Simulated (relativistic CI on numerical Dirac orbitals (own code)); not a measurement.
# V3+: M2,3 absorption edge

Computed with this model: Dirac-Coulomb-Breit CI, KLI orbitals optimised for each configuration, QED by a radiative potential, valence Slater integrals scaled by 0.9, multiplet model of core-to-valence dipole absorption; configurations [Ar] 3d2 → [Ne] 3s2 3p5 3d3; 300 K; Lorentzian 1.2 eV and Gaussian 0.3 eV FWHM. Energies are those of the free ion, without screening or charge transfer. The branching ratio is the share of the lower-energy edge in the whole absorption, uncertain by about 0.02 where the edges overlap. S is read from ⟨S²⟩ = S(S + 1).

Field parameters in Wybourne normalisation: D3d B²₀ = −7Dσ, B⁴₀ = −14Dq − 21Dτ, B⁴₃ = −14√(10/7) Dq; D4h B²₀ = −7Ds, B⁴₀ = 21(Dq − Dt), B⁴₄ = 21√(5/14) Dq; Td as Oh with Dq negative (B⁴₀ = 21Dq, B⁴₄ = √(5/14) B⁴₀). The field is a parameter set, without covalency.

free ion: ground-state S = 1.00, centroid 52.08 eV. Peaks (eV, height): 43.8 (12), 47.5 (63), 51.2 (22), 53.5 (100), 56.5 (64).

D3d, 10Dq = 9300, Dσ = 120, Dτ = -80 cm⁻¹: ground-state S = 1.00, centroid 52.21 eV. Peaks (eV, height): 44.5 (11), 48.2 (64), 54.0 (100), 57.5 (44).

D3d, 10Dq = 25600, Dσ = -620, Dτ = 170 cm⁻¹: ground-state S = 1.00, centroid 52.41 eV. Peaks (eV, height): 42.8 (8), 44.0 (9), 49.5 (69), 55.2 (100), 59.2 (21).

D3d, 10Dq = 23850, Dσ = 1090, Dτ = -70 cm⁻¹: ground-state S = 1.00, centroid 52.40 eV. Peaks (eV, height): 42.8 (8), 44.0 (9), 49.2 (71), 55.0 (100), 59.0 (24).

Td, 10Dq = -3150 cm⁻¹: ground-state S = 1.00, centroid 52.18 eV. Peaks (eV, height): 44.0 (12), 48.0 (63), 54.0 (100), 57.0 (52).

D4h, 10Dq = 29450, Ds = 1370, Dt = 410 cm⁻¹: ground-state S = 1.00, centroid 52.45 eV. Peaks (eV, height): 39.8 (6), 42.8 (9), 44.5 (11), 49.5 (74), 55.5 (100), 59.5 (24).

Strongest unbroadened transitions for free ion:

```
Energy (eV)  Relative strength
      43.55                3.0
      43.81               11.1
      47.47               68.6
      47.60               21.6
      47.73                4.5
      51.14               12.5
      51.20                4.4
      53.33                2.2
      53.37              100.0
      53.42               31.1
      53.46               12.1
      53.48                7.0
      53.53                2.9
      56.47                5.0
      56.51                2.1
      56.57               21.4
      56.61                9.4
      56.65               59.2
```
